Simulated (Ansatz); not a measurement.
VCl₃. Total charge 0; triplet. Geometry r2SCAN-D4/def2-SVP.

```xyz
4

V     0.027   -0.016   -0.045
Cl    1.087   -0.639   -1.812
Cl    0.616    1.682    1.155
Cl   -1.730   -1.028    0.702
```

HSE06 is defined as in plane-wave codes, on full-range PBE exchange.

(1) Estimate the α-spin orbital energies around the gap (eV) in Ansatz with PBE-D4/def2-TZVPD, r2SCAN-D4/def2-TZVP, PBE0-D4/def2-TZVP, PBE0-D4/def2-QZVPP, HSE06-D4/def2-TZVP.

Results:

(1) 
```csv
orbital,PBE-D4/def2-TZVPD,r2SCAN-D4/def2-TZVP,PBE0-D4/def2-TZVP,PBE0-D4/def2-QZVPP,HSE06-D4/def2-TZVP
HOMO−9,-9.83,-10.22,-11.25,-11.24,-10.84
HOMO−8,-9.75,-10.09,-11.14,-11.13,-10.73
HOMO−7,-9.09,-9.35,-10.71,-10.72,-10.29
HOMO−6,-8.93,-9.29,-10.36,-10.36,-9.95
HOMO−5,-8.90,-9.23,-10.25,-10.25,-9.84
HOMO−4,-8.84,-9.22,-10.25,-10.25,-9.84
HOMO−3,-8.68,-9.00,-10.05,-10.07,-9.64
HOMO−2,-8.16,-8.45,-9.39,-9.41,-8.99
HOMO−1,-6.17,-6.82,-8.55,-8.55,-8.13
HOMO,-5.69,-6.32,-8.03,-8.04,-7.61
LUMO,-5.32,-5.11,-4.15,-4.11,-4.53
LUMO+1,-4.67,-4.71,-3.78,-3.76,-4.16
LUMO+2,-4.57,-4.69,-3.74,-3.71,-4.11
LUMO+3,-0.93,-0.24,-0.13,-0.38,-0.47
LUMO+4,-0.68,0.22,0.79,-0.08,0.43
LUMO+5,0.19,2.66,2.88,0.67,2.52
β HOMO,-8.20,-8.51,-9.48,-9.49,-9.08
β LUMO,-4.44,-4.22,-3.14,-3.15,-3.52
```
